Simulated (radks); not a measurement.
Results of a calculation; reference values are marked as such.
Task: Radial electron density D(r) = 4 pi r^2 rho(r) of an atom or ion with 21 electrons. Code: a radial shooting solver on a logarithmic mesh with Libxc functionals. Model: non-relativistic Kohn-Sham, SCAN, spin-polarised, spherical densities, point nucleus; meta-GGA in the generalised Kohn-Sham scheme.

r (bohr),D(r) (e/bohr),spin D(r)
0.009329,4.570,0.00140
0.01069,5.667,0.00173
0.01224,6.969,0.00212
0.01403,8.489,0.00256
0.01607,10.23,0.00306
0.01841,12.18,0.00359
0.02127,14.42,0.00416
0.02436,16.65,0.00467
0.02791,18.86,0.00508
0.03198,20.94,0.00532
0.03664,22.71,0.00529
0.04198,24.01,0.00489
0.04809,24.67,0.00402
0.0551,24.61,0.00263
0.06312,23.83,0.000731
0.07232,22.47,-0.00154
0.08285,20.82,-0.00390
0.09492,19.30,-0.00585
0.1088,18.36,-0.00681
0.1246,18.37,-0.00596
0.1427,19.46,-0.00255
0.1635,21.45,0.00397
0.1874,23.79,0.0140
0.2147,25.66,0.0280
0.2459,26.24,0.0463
0.2818,24.99,0.0704
0.3228,21.90,0.103
0.3698,17.57,0.148
0.4237,13.01,0.211
0.4855,9.340,0.298
0.5562,7.289,0.404
0.6372,6.939,0.523
0.73,7.714,0.640
0.8364,8.693,0.738
0.9582,9.069,0.798
1.098,8.483,0.812
1.258,7.079,0.791
1.441,5.296,0.753
1.664,3.521,0.721
1.907,2.256,0.712
2.184,1.442,0.704
2.503,0.9938,0.690
2.867,0.7635,0.657
3.285,0.6222,0.591
3.763,0.4993,0.492
4.312,0.3758,0.374
4.94,0.2570,0.257
5.659,0.1556,0.156
6.484,0.08160,0.0816
7.428,0.03692,0.0369
8.511,0.01437,0.0144
9.751,0.004797,0.00480
11.17,0.001378,0.00138
12.8,0.0003421,0.000342

What is the nuclear charge?

Result: Z = 21. The innermost maximum, from 1s, lies near 1/Z = 0.0476 bohr (found: 0.0509), and its height grows with Z. The density is that of neutral scandium in [Ar] 3d2 4s1; the configuration itself is not fixed sharply by these data, and Z only to about a unit. D(r) has 3 maxima, at r = 0.0509, 0.240, 0.943 bohr, and minima at 0.117, 0.612 bohr, inside which lie 2.16, 10.38 electrons.
